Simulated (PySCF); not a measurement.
**Computed spin Hamiltonian**

C4H10NSi2 (doublet state).
Z-matrix (Å and degrees, GFN2-xTB geometry), rows numbered from 1:
```
C 
C   1  1.3718
C   2  1.3524  1  124.74
C   3  1.2962  2  175.97  1   -94.79
N   4  1.3981  3  125.09  1    96.73
Si  5  1.7415  4  116.72  3   176.84
Si  5  1.7481  4  114.71  3    -1.72
H   1  1.0743  2  121.18  3  -179.45
H   1  1.0752  2  121.05  3     0.54
H   2  1.0871  1  118.05  3   179.25
H   4  1.0881  3  120.55  5   179.91
H   6  1.4560  5  106.64  4   179.16
H   6  1.4684  5  108.75  4   -60.12
H   6  1.4681  5  108.51  4    58.77
H   7  1.4635  5  108.47  4   -58.51
H   7  1.4646  5  108.89  4    62.13
H   7  1.4595  5  105.58  4  -178.33
```

The hyperfine couplings belong to this conformer and change with its torsions.

The species is `C=C/[C]=C/N([SiH3])[SiH3]` [radical].

Computed, not measured: UKS B3LYP, pcH-1 on C H N Si, non-relativistic, mean-field spin-orbit, GIAO in PySCF. The structure is a single GFN2-xTB conformer in the gas phase; no vibrational or solvent corrections. Couplings are sensitive to structure, and on GFN2-xTB geometries they can be far from those on DFT ones. The SCF solution wasn't tested for stability. ⟨S²⟩ is 0.777 where a pure state has 0.75.

| Property | Result |
| --- | --- |
| g1, g2, g3 | 2.00223, 2.00253, 2.00283 |
| g_iso | 2.00253 |
| Form of g | rhombic: the two nearest values differ by 49 % of g3 − g1 |
| ⟨S²⟩ | 0.7766 (exact 0.7500) |
| α and β electrons | 35, 34 |

Isotropic coupling and dipolar principal values T1 to T3, in MHz; ρ(0) is the spin density at the nucleus:

```json
{"atom": "C1", "isotope": "13C", "a_iso": "59.3", "of which spin–orbit": "-0.1", "T1": "-52.4", "T2": "-50.8", "T3": "103.2", "Mulliken spin population": "0.69", "ρ(0) (bohr⁻³)": "0.0528"}
{"atom": "C2", "isotope": "13C", "a_iso": "-50.2", "of which spin–orbit": "0.0", "T1": "-28.3", "T2": "11.1", "T3": "17.2", "Mulliken spin population": "-0.25", "ρ(0) (bohr⁻³)": "-0.0446"}
{"atom": "C3", "isotope": "13C", "a_iso": "53.7", "of which spin–orbit": "-0.1", "T1": "-54.1", "T2": "-40.4", "T3": "94.4", "Mulliken spin population": "0.63", "ρ(0) (bohr⁻³)": "0.0479"}
{"atom": "C4", "isotope": "13C", "a_iso": "-37.6", "of which spin–orbit": "0.0", "T1": "-9.7", "T2": "1.7", "T3": "8.0", "Mulliken spin population": "-0.09", "ρ(0) (bohr⁻³)": "-0.0334"}
{"atom": "N5", "isotope": "14N", "a_iso": "23.0", "of which spin–orbit": "0.0", "T1": "-2.1", "T2": "-1.1", "T3": "3.2", "Mulliken spin population": "0.02", "ρ(0) (bohr⁻³)": "0.0711"}
{"atom": "Si6", "isotope": "29Si", "a_iso": "-0.8", "of which spin–orbit": "0.0", "T1": "-2.5", "T2": "1.0", "T3": "1.4", "Mulliken spin population": "0.01", "ρ(0) (bohr⁻³)": "0.0009"}
{"atom": "Si7", "isotope": "29Si", "a_iso": "1.0", "of which spin–orbit": "0.0", "T1": "-1.4", "T2": "0.3", "T3": "1.1", "Mulliken spin population": "0.01", "ρ(0) (bohr⁻³)": "-0.0011"}
{"atom": "H8", "isotope": "1H", "a_iso": "-42.3", "of which spin–orbit": "0.0", "T1": "-25.6", "T2": "-0.5", "T3": "26.0", "Mulliken spin population": "-0.03", "ρ(0) (bohr⁻³)": "-0.0095"}
{"atom": "H9", "isotope": "1H", "a_iso": "-41.1", "of which spin–orbit": "0.0", "T1": "-22.1", "T2": "-1.8", "T3": "23.9", "Mulliken spin population": "-0.03", "ρ(0) (bohr⁻³)": "-0.0092"}
{"atom": "H10", "isotope": "1H", "a_iso": "16.4", "of which spin–orbit": "0.0", "T1": "-5.2", "T2": "-1.2", "T3": "6.4", "Mulliken spin population": "0.01", "ρ(0) (bohr⁻³)": "0.0037"}
{"atom": "H11", "isotope": "1H", "a_iso": "89.8", "of which spin–orbit": "0.0", "T1": "-3.7", "T2": "-2.1", "T3": "5.8", "Mulliken spin population": "0.04", "ρ(0) (bohr⁻³)": "0.0201"}
{"atom": "H12", "isotope": "1H", "a_iso": "0.0", "of which spin–orbit": "0.0", "T1": "-0.7", "T2": "-0.3", "T3": "0.9", "Mulliken spin population": "0.00", "ρ(0) (bohr⁻³)": "0.0000"}
{"atom": "H13", "isotope": "1H", "a_iso": "0.0", "of which spin–orbit": "0.0", "T1": "-0.7", "T2": "-0.5", "T3": "1.2", "Mulliken spin population": "0.00", "ρ(0) (bohr⁻³)": "0.0000"}
{"atom": "H14", "isotope": "1H", "a_iso": "0.3", "of which spin–orbit": "0.0", "T1": "-0.7", "T2": "-0.5", "T3": "1.3", "Mulliken spin population": "0.00", "ρ(0) (bohr⁻³)": "0.0001"}
{"atom": "H15", "isotope": "1H", "a_iso": "2.8", "of which spin–orbit": "0.0", "T1": "-2.5", "T2": "-1.5", "T3": "3.9", "Mulliken spin population": "0.00", "ρ(0) (bohr⁻³)": "0.0006"}
{"atom": "H16", "isotope": "1H", "a_iso": "4.5", "of which spin–orbit": "0.0", "T1": "-2.1", "T2": "-1.7", "T3": "3.7", "Mulliken spin population": "0.00", "ρ(0) (bohr⁻³)": "0.0010"}
{"atom": "H17", "isotope": "1H", "a_iso": "1.3", "of which spin–orbit": "0.0", "T1": "-0.9", "T2": "-0.5", "T3": "1.4", "Mulliken spin population": "0.00", "ρ(0) (bohr⁻³)": "0.0003"}
```

Largest spin populations (Mulliken): C1 (+0.69), C3 (+0.63), C2 (-0.25) and C4 (-0.09). The positive populations add up to 1.41 and the negative ones to -0.41, together 2S = 1. The angles at C1 add up to 360.0°, so it is planar; its axial dipolar tensor and the negative couplings of its protons fit spin in a p orbital normal to that plane.

Axes: g2 points within 7° of the C2–C3 bond.

Under fast tumbling the dipolar parts average out, and these isotropic splittings remain: 1 × 1H (H11, I = 1/2, 2 lines) with 3.20 mT, 1 × 1H (H8, I = 1/2, 2 lines) with 1.51 mT, 1 × 1H (H9, I = 1/2, 2 lines) with 1.47 mT, 1 × 14N (N5, I = 1, 3 lines) with 0.82 mT, 1 × 1H (H10, I = 1/2, 2 lines) with 0.58 mT and 3 × 1H (H15/H16/H17, I = 1/2, 4 lines) with 0.10 mT.

Nuclei that the bonding pattern makes equivalent are averaged, as if the motion that swaps them (rotation, inversion, ring flip) were fast. Si6 and Si7, with what hangs on them, aren't averaged: N5 is flat or nearly so (angle sum 360°), and its turn about the short N5–C4 bond (1.40 Å) is taken as slow.

The 13C coupling of C1 (59.3 MHz) shows only in satellite lines or after enrichment, since that isotope makes up about 1.07 % of natural carbon.

Examples of negative spin density at the nucleus (bohr⁻³): C2 (-0.0446), C4 (-0.0334) and H8 (-0.0095).
